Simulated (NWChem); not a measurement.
System: 1,1,1,2-tetrafluoroethane (C2H2F4); SMILES C(F)(F)(CF)F

The following NWChem deck was run.

```
start job
memory heap 200 mb stack 900 mb global 1100 mb
geometry units angstroms noautosym nocenter noautoz
  F     -0.134736     1.947831     0.003527
  C      0.745033     0.914670    -0.006873
  C     -0.003389    -0.400832    -0.000222
  F     -0.763570    -0.527201     1.084078
  F     -0.787502    -0.524483    -1.067649
  F      0.878974    -1.403581    -0.011289
  H      1.389642     0.951562     0.885827
  H      1.370733     0.953372    -0.912859
end
basis spherical
  * library 6-31g*
end
dft
  xc xpbe96 cpbe96
  iterations 150
end
cosmo
  do_cosmo_smd true
  solvent dioxane
end
task dft energy
```

Excerpt of the output:

```
             Northwest Computational Chemistry Package (NWChem) 7.3.0
             --------------------------------------------------------

                             Geometry "geometry" -> ""
                             -------------------------

 Output coordinates in angstroms (scale by  1.889725989 to convert to a.u.)

  No.       Tag          Charge          X              Y              Z
 ---- ---------------- ---------- -------------- -------------- --------------
    1 F                    9.0000    -0.13473600     1.94783100     0.00352700
    2 C                    6.0000     0.74503300     0.91467000    -0.00687300
    3 C                    6.0000    -0.00338900    -0.40083200    -0.00022200
    4 F                    9.0000    -0.76357000    -0.52720100     1.08407800
    5 F                    9.0000    -0.78750200    -0.52448300    -1.06764900
    6 F                    9.0000     0.87897400    -1.40358100    -0.01128900
    7 H                    1.0000     1.38964200     0.95156200     0.88582700
    8 H                    1.0000     1.37073300     0.95337200    -0.91285900

 Effective nuclear repulsion energy (a.u.)     273.4794799742

  pbe96 is a nonlocal functional; adding pw91lda local functional.

                                 NWChem DFT Module
                                 -----------------

 Summary of "ao basis" -> "ao basis" (spherical)
 ------------------------------------------------------------------------------
       Tag                 Description            Shells   Functions and Types
 ---------------- ------------------------------  ------  ---------------------
 F                           6-31g*                  6       14   3s2p1d
 C                           6-31g*                  6       14   3s2p1d
 H                           6-31g*                  2        2   2s

 in cosmo_initialize ...
 calling solv_data for solv:dioxane

 solvent parameters
 solvname_short: dioxane
 solvname_long:  1,4-dioxane
 dielec:        2.2099
 dielecinf:     2.0232
 nonaqueous SMD model solvent descriptors
 dielec:        2.2099
 sola:          0.0000
 solb:          0.6400
 solc:          0.0000
 solg:         47.1400
 solh:          0.0000
 soln:          1.4224

          ---------------
          -cosmo- solvent
          ---------------
 Cosmo: York-Karplus, doi: 10.1021/jp992097l
 dielectric constant -eps-     =   2.21
 screen = (eps-1)/(eps    )    =   0.54749
 surface charge correction     = lagrangian

[...]

                                COSMO-SMD solvation results
                                ---------------------------

             internal energy in gas <Psi(g)|H|Psi(g)> =      -476.294271281538
         internal energy in solvent <Psi(s)|H|Psi(s)> =      -476.294047887440
                               delta internal energy  =         0.000223394098 (    0.14 kcal/mol)
   total free energy in solvent <Psi(s)|H+V/2|Psi(s)> =      -476.296971976530
 polarization energy contribution <Psi(s)|V/2|Psi(s)> =        -0.002924089090 (   -1.83 kcal/mol)
    total free energy in solvent including G(SMD-CDS) =      -476.294620116629
                       G(SMD-CDS) energy contribution =         0.002351859901 (    1.48 kcal/mol)
     1 M fixed-concentration free energy of solvation =        -0.000348835091 (   -0.22 kcal/mol)

                       DFT Final Molecular Orbital Analysis
                       ------------------------------------

 Vector   23  Occ=2.000000D+00  E=-3.348190D-01
              MO Center= -2.3D-01, -8.0D-01,  2.0D-03, r^2= 2.0D+00
   Bfn.  Coefficient  Atom+Function         Bfn.  Coefficient  Atom+Function
  ----- ------------  ---------------      ----- ------------  ---------------
    75      0.402398  6 F  pz                45     -0.311701  4 F  px
    59      0.306942  5 F  px                79      0.272740  6 F  pz
    61     -0.212397  5 F  pz                49     -0.210866  4 F  px
    63      0.207642  5 F  px                47     -0.205104  4 F  pz
    46      0.169417  4 F  py                60     -0.168859  5 F  py

 Vector   24  Occ=2.000000D+00  E=-2.940635D-01
              MO Center=  3.4D-01,  1.5D+00, -2.0D-03, r^2= 1.6D+00
   Bfn.  Coefficient  Atom+Function         Bfn.  Coefficient  Atom+Function
  ----- ------------  ---------------      ----- ------------  ---------------
     5      0.542171  1 F  pz                 9      0.389111  1 F  pz
    19     -0.274773  2 C  pz                86     -0.208789  7 H  s
    88      0.208872  8 H  s                 85     -0.184862  7 H  s
    87      0.184902  8 H  s                 45      0.067275  4 F  px
    59     -0.066413  5 F  px                75      0.058864  6 F  pz

 Vector   25  Occ=2.000000D+00  E=-2.878173D-01
              MO Center=  1.3D-01,  7.7D-01, -4.2D-04, r^2= 2.5D+00
   Bfn.  Coefficient  Atom+Function         Bfn.  Coefficient  Atom+Function
  ----- ------------  ---------------      ----- ------------  ---------------
     3      0.329528  1 F  px                 4      0.308757  1 F  py
    32      0.239565  3 C  py                 7      0.235648  1 F  px
     8      0.230288  1 F  py                18     -0.206684  2 C  py
    17     -0.204590  2 C  px                74     -0.198560  6 F  py
    34      0.166442  3 C  s                 46     -0.159259  4 F  py

 Vector   26  Occ=0.000000D+00  E= 5.377652D-02
              MO Center=  4.3D-01,  6.7D-01, -3.7D-03, r^2= 2.3D+00
   Bfn.  Coefficient  Atom+Function         Bfn.  Coefficient  Atom+Function
  ----- ------------  ---------------      ----- ------------  ---------------
    22      0.649487  2 C  py                 6     -0.551290  1 F  s
    21     -0.519488  2 C  px                86      0.387010  7 H  s
    88      0.387026  8 H  s                 34      0.310569  3 C  s
     8      0.282380  1 F  py                17     -0.283479  2 C  px
    31     -0.276642  3 C  px                18      0.272013  2 C  py

[...]
```

Level: PBE/6-31G* (spherical d), SMD on the gas-phase geometry. The geometry was optimised at PBE0/def2-SVP. Solvent: 1,4-dioxane.
